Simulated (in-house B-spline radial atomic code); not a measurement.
Results of a calculation; reference values are marked as such.
Two electrons in Si: a parabolic dot with ħω = 120 meV in all three directions with an ionised donor at its centre

For Si the NSM archive of the Ioffe Institute lists m_l = 0.98 m0, m_t = 0.19 m0 and ε = 11.7; the model takes one isotropic valley with the conductivity mass 3/(1/m_l + 2/m_t) = 0.26 m0, and so misses anisotropy and the other valleys. All triplets below are those of one valley; with several valleys two electrons can form a triplet in the 1s orbital itself, at an energy set by the valley splitting. Real donors also feel a central-cell potential, which shifts the ground state.

Effective-mass model with parabolic bands, a uniform dielectric constant, no image charges, no central-cell or spin-orbit terms. Two-electron levels come from full CI in B-splines with partial waves to l = 5 (up to 0.001 effective hartree above the limit).

(1) What are the effective units, and what is the potential in them?

In these units the lowest s and p orbitals lie at 1.5827 and 4.6166, and their Coulomb and exchange integrals are J_ss = 1.4265, J_sp = 1.0994 and K_sp = 0.1989. Full CI gives 4.5097 for the ground singlet, 7.0801 for the sp triplet, 7.4257 for the sp singlet and 9.0633 for the lowest triplet of two s orbitals.

(2) What does it cost to add the second electron, to first order and exactly?

(3) How far above the singlet do the triplets lie?

## Answers

(1) Ha* = 27211.386 meV × 0.26/11.7² = 51.68 meV and a* = 0.0529177 nm × 11.7/0.26 = 2.381 nm. The frequency is ω = 2.32 Ha*, with −1/r added.

(2) To first order E = 2ε_s + J_ss = 4.5919, so the charging energy E(2) − 2E(1) is J_ss = 73.73 meV. CI gives 4.5097 − 2 × (1.5827) = 1.3443, or 69.48 meV: relaxation and correlation lower it by 4.249 meV, 5.8 % of J_ss. The s² configuration of one-electron orbitals holds 98.8 % of the state, and the mean radius is 1.6 nm.

(3) To first order the sp triplet lies at ε_s + ε_p + J_sp − K_sp = 7.0998, which is 129.6 meV above 2ε_s + J_ss. CI gives 7.0801 − (4.5097) = 2.5704, or 132.8 meV, 85 % of the orbital spacing of 156.8 meV. The ss triplet lies 235.3 meV up, so the lower of the two is the sp one, and its gap equals k_BT at 1540 K. The sp singlet-triplet splitting is 17.87 meV, against 2K_sp = 20.56 meV.
